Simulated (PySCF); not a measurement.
Core-level binding energies of (Cl2Al-mu-SeH)2

Species: (Cl2Al-mu-SeH)2.
Z-matrix (Å and degrees, PBE0-D3(BJ)/def2-SVP geometry), rows numbered from 1:
```
Al
Cl  1  2.0976
Cl  1  2.1040  2  123.29
Se  1  2.4748  2  105.63  3  -127.12
Al  4  2.4744  1   80.87  2  -101.43
Cl  5  2.1040  4  109.36  1  -121.45
Cl  5  2.0993  4  106.78  1   101.91
Se  5  2.4746  4   98.57  1    -8.27
H   4  1.4740  1   93.78  2   165.88
H   8  1.4741  1   93.54  2  -166.55
```

Method: PySCF 2.14.0, delta-SCF UKS SCAN, pcX-2 on the ionised atom, pcseg-1 elsewhere, spin-free X2C. Each binding energy is the total energy of the core-ionised species, with the hole localised on one atom, minus that of the ground state; both are solved self-consistently, so orbital relaxation is included.

Problem. List the computed XPS lines with their assignment.

Solution. 
```json
{"atom(s)": "Cl2/Cl3/Cl6/Cl7", "bonded to": "Al", "level": "Cl 1s", "binding energy (eV)": "2828.45", "2p1/2 (eV)": "–", "count": "4"}
{"atom(s)": "Al1/Al5", "bonded to": "2 Cl and 2 Se", "level": "Al 1s", "binding energy (eV)": "1568.66", "2p1/2 (eV)": "–", "count": "2"}
{"atom(s)": "Cl2/Cl3/Cl6/Cl7", "bonded to": "Al", "level": "Cl 2p3/2", "binding energy (eV)": "205.84", "2p1/2 (eV)": "207.50", "count": "4"}
```

Problem. Express the binding energy of Cl 1s of Cl2 (atom 2)/Cl3/Cl6/Cl7 in atomic units and per mole.

Solution. 2828.45 eV = 103.9436 Eh = 272904 kJ/mol.

Topologically equivalent atoms share the value of their first member; where this conformer doesn't relate them by symmetry, their own values could differ. The 2p values add to the ΔSCF energy of one spin-free hole a correction within the shell (spin–orbit coupling, ligand field). 2p1/2 minus 2p3/2 (ligand field included): Cl 1.65 eV. No level of selenium is listed. Geometry: PBE0-D3(BJ)/def2-SVP, one conformer, isolated molecule.
